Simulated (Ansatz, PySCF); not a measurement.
C6H6S2, SMILES Sc1ccc(cc1)S. Atoms are numbered in the order given.

```xyz
14

S     -3.1741    -0.0047     0.0872
C     -1.4098    -0.0028     0.0030
C     -0.6958    -0.0010    -1.1993
C      0.6958     0.0010    -1.1993
C      1.4098     0.0028     0.0030
S      3.1741     0.0047     0.0872
C      0.6944     0.0016     1.2072
C     -0.6944    -0.0016     1.2072
H     -3.3940    -0.0212    -1.2432
H     -1.2260    -0.0012    -2.1548
H      1.2260     0.0012    -2.1548
H      3.3940     0.0212    -1.2432
H      1.2300     0.0033     2.1598
H     -1.2300    -0.0033     2.1598
```

Geometry optimised at PBE0-D3(BJ)/def2-SVP. Other conformers were not sampled.

Two levels are set side by side: PBE-D3(BJ)/def2-SVP (Ansatz, a program for electronic structure) and PBE0-D3(BJ)/def2-SVP (Ansatz). Each level has its own optimised geometry; the coordinates shown are those of the second. Frequencies come from the Hessian of PySCF at each geometry. Differences are taken from unrounded values.

| quantity | PBE0-D3(BJ) | PBE-D3(BJ) | PBE-D3(BJ) minus PBE0-D3(BJ) |
|---|---|---|---|
| mean bond length (Å) | 1.356 | 1.366 | 0.010 |
| bond S1–C2 (Å) | 1.766 | 1.777 | 0.011 |
| bond C2–C3 (Å) | 1.398 | 1.409 | 0.011 |
| bond C2–C8 (Å) | 1.401 | 1.412 | 0.011 |
| bond C3–C4 (Å) | 1.392 | 1.401 | 0.009 |
| bond C4–C5 (Å) | 1.398 | 1.409 | 0.011 |
| bond C5–S6 (Å) | 1.766 | 1.777 | 0.011 |
| bond C5–C7 (Å) | 1.401 | 1.412 | 0.011 |
| bond C7–C8 (Å) | 1.389 | 1.398 | 0.009 |
| bond S1–H9 (Å) | 1.349 | 1.361 | 0.012 |
| bond C3–H10 (Å) | 1.093 | 1.101 | 0.008 |
| bond C4–H11 (Å) | 1.093 | 1.101 | 0.008 |
| bond S6–H12 (Å) | 1.349 | 1.361 | 0.012 |
| bond C7–H13 (Å) | 1.093 | 1.101 | 0.008 |
| bond C8–H14 (Å) | 1.093 | 1.101 | 0.008 |
| highest harmonic wavenumber (cm⁻¹) | 3219 | 3127 | -92 |
| mean harmonic wavenumber (cm⁻¹) | 1206 | 1166 | -41 |
| zero-point energy (kcal/mol) | 62.09 | 59.99 | -2.11 |

GGA bonds tend to be longer and softer than those of functionals with exact exchange. Differences between two approximate levels are no errors against the true value.
